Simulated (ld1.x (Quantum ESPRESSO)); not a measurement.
# What one change does to a pseudopotential (Kr, TM)

ld1.x (Quantum ESPRESSO) 7.5 input, shortened:

```
&input
   title='Kr', zed=36., rel=1, dft='PBE', iswitch=3,
   config='[Kr] 4d-2'
 /
 &inputp
   pseudotype=2, tm=.true., lloc=-2, rcloc=1.30,
   nlcc=.true., rcore=0.55
 /
3
4S  1  0   2.00   0.00  1.05  1.05  0.0
4P  2  1   6.00   0.00  1.50  1.50  0.0
4D  3  2  -2.00  -0.20  1.20  1.20  0.0
 &test
   configts(1)='4s2 4p6'
 /
```

All-electron outer shells of the reference configuration (PBE, scalar-relativistic, ld1.x):

| shell | level (eV) | outermost node (bohr) | outermost maximum (bohr) |
| --- | --- | --- | --- |
| 3p | -195.19 | 0.20 | 0.46 |
| 3d | -81.40 | – | 0.41 |
| 4s | -23.05 | 0.64 | 1.34 |
| 4p | -9.25 | 0.67 | 1.55 |

Change: all radii but the core radius scaled by about 1.31 (s 1.38, p 1.96, d 1.58 bohr); local potential all-electron potential smoothed inside 1.70 bohr (lloc = -2).

Cutoffs: the cutoffs (Ry, on a coarse ladder) from which the occupation-weighted sum of valence levels, in a spherical-Bessel basis at the reference potential, stays within 10 and 1 mRy of its value at 400 Ry; they do not see the model core or the augmentation charge, which bear on the density cutoff. Errors are all-electron minus pseudo energies relative to the spin-unpolarised reference configuration.

Task: How do hardness, ghosts and transferability respond?

Result: The potential gets softer (120 Ry and 230 Ry → 50 Ry and 70 Ry); the bound ghost in d disappears; of the 6 tests that both files solve, the error grows in 3 and shrinks in 3 by more than 15 % and 0.3 meV (median size 7.9 → 3.9 meV). A larger radius leaves more room for a smooth pseudo-wave, so fewer plane waves are needed.

```tsv
quantity	base	changed
cutoff, loose	120 Ry	50 Ry
cutoff, tight	230 Ry	70 Ry
loose cutoff by channel (10 mRy a level)	s 70 Ry, p 21 Ry	s 40 Ry, p 10 Ry
bound ghosts	d	none
error for 4s2 4p5, meV [ΔE 14.29 eV]	+0.6	-1.9
error for 4s2 4p4, meV [ΔE 39.46 eV]	+9.5	-5.9
error for 4s2 4p3, meV [ΔE 76.54 eV]	+29	-22
error for 4s2 4p2, meV [ΔE 126.35 eV]	+57	-73
error for 4s1 4p6, meV [ΔE 28.80 eV]	-6.3	+1.9
error for 4s2 4p5.5, meV [ΔE 5.86 eV]	-0.4	-0.9
```

 A true bound ghost makes a file unfit for plane-wave use even where its test errors are small: the radial tests pick states by their node count and pass the ghost by.
